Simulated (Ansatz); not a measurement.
Gas-phase reaction in SMILES: Br[SiH2]Br [dibromosilane] -> Br[SiH]Br + H atom (the H-Si bond at the site shown breaks; other sites are not compared here)
Each molecule is optimised on its own at B3LYP-D3(BJ)/def2-TZVP (Ansatz, a quantum-chemistry and plane-wave program).

Wanted: bond dissociation energy (electronic energy difference), in kcal/mol. Valence correlation only, unless marked. Open shells are spin-unrestricted. Spin-orbit coupling is left out. Frozen are the shells of the preceding noble gas and the d and f shells that filled before the atom's block. No relativistic terms. CBS(X,Y): correlation extrapolated as X^-3; Hartree-Fock from the larger set.

| level | program | bond dissociation energy (kcal/mol) | minus last row |
|---|---|---|---|
| SVWN5/def2-TZVPD | Ansatz | 95.9 | 0.9 |
| BLYP/def2-TZVPD | Ansatz | 88.0 | -7.0 |
| PBE0/def2-TZVP | Ansatz | 88.7 | -6.3 |
| BHLYP-D4/def2-TZVPD | Ansatz + dftd4 | 92.9 | -2.1 |
| LC-wPBE-D4/def2-TZVPD | Ansatz + dftd4 | 91.0 | -4.0 |
| RPA@PBE/def2-TZVPP | Ansatz | 91.8 | -3.2 |
| MP2/def2-SVP | Ansatz | 88.1 | -6.9 |
| SCS-MP2/6-31G* | Ansatz | 84.4 | -10.6 |
| CCSD/def2-SVPD | Ansatz | 90.9 | -4.1 |
| CCSD(T)/CBS(def2-TZVPPD,def2-QZVPPD) | Ansatz | 95.0 | 0.0 |
